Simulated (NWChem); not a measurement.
Cl$_{3}$Ga in NWChem

SMILES: [Cl][Ga]([Cl])[Cl]
```xyz
4

Ga     0.0000     0.0000     0.0000
Cl     0.0000     0.0000     2.1397
Cl     1.8530     0.0000    -1.0698
Cl    -1.8530     0.0000    -1.0698
```
Charge 0, spin multiplicity 1.

Program: NWChem. Structure: optimised with PBE/def2-SVP, a minimum by its harmonic frequencies.

Symmetry labels belong to the abelian group C2v used in the runs, with the axes of the coordinates shown; states degenerate in a higher group split over its labels.

The Hamiltonian is non-relativistic. The correlated methods keep 24 core orbitals frozen. The structure started from a generated list of species.

Task: List the 4 singlet excitations that EOM-CCSD/def2-SVP, 24 core orbitals frozen gives, with oscillator strengths.

Result: 
```csv
state,symmetry,energy (eV),wavelength (nm),f
1,b1,6.80,182,0.000
2,b2,7.03,176,0.000
3,a2,7.23,171,0.000
4,a1,7.24,171,0.052
```
These are the lowest roots of each symmetry, so higher states are missing between them.
